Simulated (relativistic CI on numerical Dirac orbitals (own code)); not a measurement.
## Er IV: calculation against measurement

Calculated at this level of theory: Dirac-Coulomb-Breit CI, KLI orbitals optimised for each configuration, a model potential for QED, valence Slater integrals scaled by 0.85, P86 correlation estimate, and configurations built on the next ion tied to the tabulated ionisation energy (semi-empirical) (own radial code, finite nucleus).

Configuration list (outside the closed core [Kr] 4d10 5s2): 4f11 5p6, 4f10 5p6 5d, 4f10 5p6 6s, 4f10 5p6 6p, 4f10 5p6 6d, 4f10 5p6 7s, 4f10 5p6 5f, 4f10 5p6 6f, 4f11 5p5 5d, 4f13 5p4, 4f12 5p5, 4f10 5p6 7p, 4f9 5p6 6s2, 4f12 5p4 6s, 4f11 5p4 6s2. Levels of other configurations are missing.

```csv
Configuration,Term (tabulated),J,Measured (cm⁻¹),Computed,Error,Purity (%)
4f11 5p6,4I°,15/2,0.0,0,0,97
4f11 5p6,4I°,13/2,6507.8,6251,-257,98
4f11 5p6,4I°,11/2,10171.8,9845,-327,84
4f11 5p6,4I°,9/2,12468.7,12214,-255,64
4f11 5p6,4F°,9/2,15404.9,16209,804,60
4f11 5p6,2H°,11/2,19331.7,19581,249,66
4f11 5p6,4G°,11/2,26707.8,27948,1240,77
4f11 5p6,4G°,9/2,27766.8,29331,1564,73
```

Measured levels from measured levels as listed in Tchang-Brillet, Wyart, Meftah and Ait Mammar, Atoms 6, 52 (2018); pairs were made by configuration, J and term (by order where the table uses no LS term), so strongly mixed levels may be paired wrongly. Some J values or terms of the table were assigned by a fit.

Mean error by configuration (cm⁻¹): 4f11 5p6 431. Over the excited levels the mean absolute error is 671 cm⁻¹ (7 of the 8 excited levels that our extract of the source holds in range could be paired, and the others can miss by more), and the median relative error of those above 1,000 cm⁻¹ is 3.9 %. Some levels of the ground configuration have no partner.
